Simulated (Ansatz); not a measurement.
`N#C[CH2][GeH2][F]` + CH₃SH → `CSC#N` + `[CH3][GeH2][F]` at 600 K and 1 bar (substitution at a C–C bond).

Program: Ansatz. Geometries: PBE0-D4/def2-TZVP. ΔE: electronic, gas phase. CCSD(T)/CBS is the MP2 limit (def2-TZVPP, def2-QZVPP) plus CCSD(T) − MP2 in def2-TZVPP, frozen cores. This one scheme is used for every species. For Ge outer-core shells are correlated without core-valence functions, which leaves a few kJ/mol of doubt a bond. Scalar relativity is left out up to krypton. One conformer a species, not always the lowest.

```
            species  CCSD(T)/CBS energy (Eh)  H − E (kJ/mol)  S (J/(mol·K))
`N#C[CH2][GeH2][F]`              -2309.13510           198.9          428.5
              CH₃SH               -438.22835           152.3          296.8
            `CSC#N`               -530.35679           165.2          356.9
   `[CH3][GeH2][F]`              -2217.00316           188.8          369.8
```

H − E and S are ideal-gas, rigid-rotor, harmonic terms from PBE0-D4/def2-TZVP, for one conformer and one mirror image of each species. 1 Eh = 2625.50 kJ/mol, R = 8.31446 J/(mol·K).

**Question.** By hand: ΔE, ΔH, ΔS and ΔG.

**Answer.** ΔE = (-530.35679) + (-2217.00316) − (-2309.13510) − (-438.22835) = 0.00350 Eh = 9.2 kJ/mol. Δ(H − E) = 165.2 + 188.8 − 198.9 − 152.3 = 2.8, so ΔH = 12.0 kJ/mol. ΔS = 356.9 + 369.8 − 428.5 − 296.8 = 1.4 J/(mol·K). ΔG = 12.0 − 600 × (1.4)/1000 = 11.2 kJ/mol.

**Question.** By hand: the equilibrium constant, and the temperature at which ΔG would vanish if ΔH and ΔS stayed fixed.

**Answer.** log₁₀ K = −ΔG/(RT ln 10) = -1.0. ΔG = 0 at ΔH/ΔS = 8571 K, far beyond where these terms or the molecules hold.

The number of gas molecules stays the same, so ΔS is small and ΔH decides. A doubt of 5 kJ/mol in ΔE shifts log₁₀ K by 0.4 here. Other conformers and mirror images would add mixing entropy, several J/(mol·K) or more a flexible species. Modes under 60 cm⁻¹, often nearly free rotors, make the harmonic entropy too high. These are equilibria of isolated gas molecules and say nothing of rates. Largest T1 diagnostic: 0.013 (customary marks: 0.02 for closed shells, 0.045 for open ones).
